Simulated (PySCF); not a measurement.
Molecule: SMILES COC(=O)C(C)(C)C, C6H12O2.

Numbering as in the mapped SMILES `[CH3:1][O:2][C:3](=[O:4])[C:5]([CH3:6])([CH3:7])[CH3:8]`. Each H is labelled by its parent atom.

Geometry PBE0-D3(BJ)/def2-SVP throughout; GIAO in PySCF 2.14.0 with density-fitted response routines, gas phase, one conformer, non-relativistic; equivalent atoms averaged; basis pcSseg-1.

For orientation, WP04 gives these absolute shieldings σ: C3 -12.6, C1 117.8, C5 128.4, C6/C7/C8 143.7, O4 -105.6, O2 135.2, H(C1) 28.05, H(C6)/H(C7)/H(C8) 30.41 ppm.

A run gave: C3 0.8, C1 136.0, C5 151.5, C6/C7/C8 160.8, O4 -98.4, O2 168.3, H(C1) 27.74, H(C6)/H(C7)/H(C8) 30.20 ppm (absolute shieldings σ).

Q: Which functional was used in that run?
A. mPW1PW91
B. B3LYP
C. LC-wPBE
D. OPBE
E. wB97X-D

A: C. C5 tells them apart best: LC-wPBE gives 151.5, wB97X-D gives 145.6, B3LYP gives 138.5, mPW1PW91 gives 144.6, OPBE gives 147.0 ppm.
